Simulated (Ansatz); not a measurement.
This geometry of CH$_{7}$NOSi$_{2}$ (12 atoms, charge 0, multiplicity 1) is a first-order saddle point.

Theory: Ansatz, RKS B3LYP/def2-mTZVP.

```xyz
12
Properties=species:S:1:pos:R:3
Si -0.498 -1.009 1.817
N -0.929 -0.253 0.300
Si 0.055 -0.077 -1.100
C 0.873 1.481 -1.552
O 1.645 0.376 -0.886
H 0.583 -1.980 1.536
H -0.036 -0.043 2.844
H -1.686 -1.703 2.371
H -1.818 0.236 0.283
H -0.151 -1.138 -2.101
H 0.802 2.365 -0.924
H 1.237 1.689 -2.554
```

Problem. Which two structures does it join? (They come from a converged band through this point; their orientation in space is the band's.)

Solution. No bond is made or broken. The dihedral H9–N2–Si3–C4 goes from -22 to 160°.

Image 0:

```xyz
12
Properties=species:S:1:pos:R:3
Si -0.510 -1.253 1.860
N -0.220 0.072 0.757
Si 0.434 0.073 -0.828
C 0.231 1.417 -2.028
O 1.535 1.238 -1.265
H -0.065 -2.492 1.186
H 0.242 -1.072 3.126
H -1.949 -1.368 2.202
H -0.439 0.995 1.121
H 0.702 -1.318 -1.225
H -0.253 2.358 -1.774
H 0.368 1.295 -3.099
```

Image 8:

```xyz
12
Properties=species:S:1:pos:R:3
Si -0.512 -0.608 1.814
N -0.599 -0.999 0.110
Si 0.148 -0.232 -1.229
C 0.669 1.503 -1.288
O 1.681 0.387 -1.073
H 0.468 -1.449 2.543
H -0.121 0.813 1.935
H -1.845 -0.825 2.427
H -1.108 -1.845 -0.122
H -0.168 -1.006 -2.444
H 0.612 2.161 -0.425
H 0.851 2.043 -2.214
```

Problem. How far does it lie above each of them?

Solution. 0.169 eV above the first and 0.164 eV above the second. This is the barrier of this one path; another mechanism may lie lower.

Time of the run: 5.7 min on 2 threads of Arm Neoverse V1, on a shared host, peak memory 0.3 GiB.
